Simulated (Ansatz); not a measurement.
Geometry optimisation, RKS B3LYP-D4/def2-SVP (Ansatz).

input.yaml

```yaml
crystal:
  periodic: [false, false, false]
  atoms:
    - { symbol: Si, position_ang: [-0.088701, 0.29989, -0.718596] }
    - { symbol: "N", position_ang: [1.395032, -0.088449, 1.879464] }
    - { symbol: H, position_ang: [0.501624, 0.359726, 2.081936] }
    - { symbol: H, position_ang: [1.992904, 0.573883, 1.385192] }
    - { symbol: H, position_ang: [1.22238, -0.903765, 1.262795] }
    - { symbol: F, position_ang: [-1.249087, 0.844519, 0.333211] }
    - { symbol: O, position_ang: [-0.394742, -1.34265, -0.655482] }
    - { symbol: H, position_ang: [-1.116509, -1.653153, -0.086119] }
basis:
  gaussian: { orbitals: def2-SVP }
hamiltonian:
  xc: b3lyp
  dispersion: d4
relax:
  f_tol: 0.03
  max_steps: 50
```

Command:

```bash
$ ansatz run input.yaml --threads 1 --pin off --max-ram 2048MiB --backend cpu --events-out ev --progress --plain --runs-dir out
```

Problem. Where does it end, and by what steps?

Solution. The forces met the threshold. After 10 steps the energy has fallen by 0.017 eV; H5 moved furthest, 0.14 Å.

```json
{"step": "0", "energy less start (eV)": "0.0000", "largest force component (eV/Å)": "0.538", "accepted": "yes"}
{"step": "1", "energy less start (eV)": "0.0054", "largest force component (eV/Å)": "0.920", "accepted": "no"}
{"step": "2", "energy less start (eV)": "-0.0127", "largest force component (eV/Å)": "0.116", "accepted": "yes"}
{"step": "3", "energy less start (eV)": "-0.0134", "largest force component (eV/Å)": "0.192", "accepted": "yes"}
{"step": "4", "energy less start (eV)": "-0.0154", "largest force component (eV/Å)": "0.147", "accepted": "yes"}
{"step": "5", "energy less start (eV)": "-0.0155", "largest force component (eV/Å)": "0.056", "accepted": "yes"}
{"step": "6", "energy less start (eV)": "-0.0163", "largest force component (eV/Å)": "0.059", "accepted": "yes"}
{"step": "7", "energy less start (eV)": "-0.0164", "largest force component (eV/Å)": "0.118", "accepted": "yes"}
{"step": "8", "energy less start (eV)": "-0.0166", "largest force component (eV/Å)": "0.082", "accepted": "yes"}
{"step": "9", "energy less start (eV)": "-0.0166", "largest force component (eV/Å)": "0.036", "accepted": "yes"}
{"step": "10", "energy less start (eV)": "-0.0167", "largest force component (eV/Å)": "0.010", "accepted": "yes"}
```

```xyz
8
Properties=species:S:1:pos:R:3
Si -0.082 0.320 -0.674
N 1.378 -0.058 1.860
H 0.482 0.398 2.013
H 1.996 0.539 1.316
H 1.248 -0.951 1.393
F -1.255 0.823 0.389
O -0.390 -1.322 -0.683
H -1.114 -1.659 -0.132
```

Run time: 38 s on 1 thread of Arm Neoverse V1, on a shared host, peak memory 0.14 GiB.
